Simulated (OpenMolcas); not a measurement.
**Worked example: vertical energy of the triplet above the singlet of CH3BClFO (SMILES OC(F)BCl)**

CH3BClFO has 8 atoms, charge 0, and is taken as a singlet. SMILES: `OC(F)BCl`. The shape is that of a PBE0-D4/def2-TZVP optimisation. This is one conformer, not always the lowest.

Both states at this one shape; open shells run unrestricted unless said. 1 Eh = 27.2114 eV.

| level | program | singlet CH3BClFO (Eh) | triplet CH3BClFO (Eh) |
| --- | --- | --- | --- |
| revPBE/def2-SVP | OpenMolcas | -699.555016 | -699.403601 |
| M06-L/def2-SVP | OpenMolcas | -699.693590 | -699.527226 |

Q: Work out the vertical gap, second state less first, at each level.

A: 
1. revPBE/def2-SVP: -699.403601 − (-699.555016) = 0.151415 Eh = 4.12 eV.
2. M06-L/def2-SVP: -699.527226 − (-699.693590) = 0.166364 Eh = 4.53 eV.

No measured value is set beside it here; the levels span 4.12 to 4.53 eV.
